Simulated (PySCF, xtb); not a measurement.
Si(OSiH3)(Me)3 (C3H12OSi2), SMILES [Si](C)(C)(O[SiH3])C.

GFN2-xTB (xtb) at its own geometry gives an orbital gap of 5.67 eV and a dipole moment of 0.64 D.

Geometry: r2SCAN-D4/def2-SVP. One conformer was computed; it need not be the lowest.

### Question
What does PBE/def2-TZVP in PySCF give? (Estimate from the structure and the level; the computed values follow.)

### Answer
gap 6.18 eV (levels -6.73 and -0.55 eV), dipole 1.11 D.
